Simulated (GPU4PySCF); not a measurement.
C8H18S2, SMILES CC(C)(C)SSC(C)(C)C. Geometry optimised at PBE-D3(BJ)/def2-TZVP. One conformer was computed; it need not be the lowest.

Question: Give the equilibrium geometry at PBE-D3(BJ)/def2-TZVP (GPU4PySCF confirms it by a frequency run) as Cartesian coordinates in Å, and its point group. (An estimate is asked for; the answer gives what the named calculation found.)

Answer: Several could match; the one computed here: point group C2.
```xyz
28

C     -2.6026    -1.3671    -0.4550
C     -2.1454    -0.0630     0.1962
C     -3.2354     1.0098     0.1069
C     -1.7205    -0.3002     1.6390
S     -0.7630     0.6805    -0.8359
S      0.7630    -0.6805    -0.8359
C      2.1454     0.0630     0.1962
C      3.2354    -1.0098     0.1069
C      2.6026     1.3671    -0.4550
C      1.7205     0.3002     1.6390
H     -3.4494    -1.7913     0.1088
H     -2.9211    -1.2012    -1.4931
H     -1.7892    -2.1066    -0.4556
H     -2.9090     1.9532     0.5677
H     -4.1335     0.6613     0.6399
H     -3.5168     1.2099    -0.9371
H     -2.5604    -0.7338     2.2056
H     -0.8815    -1.0076     1.6843
H     -1.4195     0.6350     2.1301
H      2.9090    -1.9532     0.5677
H      4.1335    -0.6613     0.6399
H      3.5168    -1.2099    -0.9371
H      3.4494     1.7913     0.1088
H      1.7892     2.1066    -0.4556
H      2.9211     1.2012    -1.4931
H      0.8815     1.0076     1.6843
H      1.4195    -0.6350     2.1301
H      2.5604     0.7338     2.2056
```
Charge 0, spin multiplicity 1.
